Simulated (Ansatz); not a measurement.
A structure relaxed at PBE0-D4/def2-TZVP, charge 0, multiplicity 1:

```tsv
atom	x (Å)	y (Å)	z (Å)
B1	-1.3023	0.5645	0.4954
C2	-0.6343	-0.5665	-0.2685
Cl3	-0.9503	-0.7049	-2.0154
Ge4	1.2979	-0.0271	-0.0328
H5	-1.2542	0.5264	1.6922
H6	-1.7625	1.5121	-0.0644
H7	-0.6741	-1.5622	0.1741
H8	2.0782	-0.9081	-1.0127
H9	1.4717	1.4559	-0.3848
H10	1.7300	-0.2900	1.4169
```

Q: Give its formula and SMILES.

A: CH6BClGe, `B[CH](Cl)[GeH3]`.

Q: Summarise the bond lengths by kind.

A: 1 × B–C 1.520 Å; 2 × B–H 1.193 to 1.198 Å; 1 × C–Cl 1.781 Å; 1 × C–Ge 2.020 Å; 1 × C–H 1.090 Å; 3 × Ge–H 1.531 to 1.535 Å.

Computed with Ansatz.
